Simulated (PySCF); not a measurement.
Mo(O)2(OH)(NH2) (H3MoNO3), SMILES [NH2][Mo](=[O])(=[O])[OH], multiplicity 1.

Coordinates come from a B3LYP-D3(BJ)/def2-SVP optimisation. The geometry has at least one imaginary mode, so it is a saddle point at that level. The multiplicity is an assumed one; other spin states were not compared. The def2 effective core potentials stand for the cores of Mo; spin–orbit coupling is left out. Other conformers were not sampled.

Two levels are set side by side: PBE/def2-TZVP (PySCF) and r2SCAN/def2-TZVP (PySCF). Same geometry, gas phase. Differences are taken from unrounded values.

```tsv
quantity	r2SCAN
orbital gap (eV)	4.65
highest occupied level (eV)	-7.38
lowest empty level (eV)	-2.74
dipole moment (D)	2.65
mean polarisability (bohr³)	54.8
```

Q: What does PBE give, and how far is it from r2SCAN? (The exact figures need the calculation; the answer reports its results.)

A: 
```
quantity                       PBE  PBE minus r2SCAN
---------------------------  -----  ----------------
orbital gap (eV)              4.30             -0.35
highest occupied level (eV)  -7.05              0.33
lowest empty level (eV)      -2.75             -0.02
dipole moment (D)             2.58             -0.07
mean polarisability (bohr³)   56.1               1.3
```

Rough cost on one machine, each run with all the roots and properties that it gave: r2SCAN against PBE about 4 times.
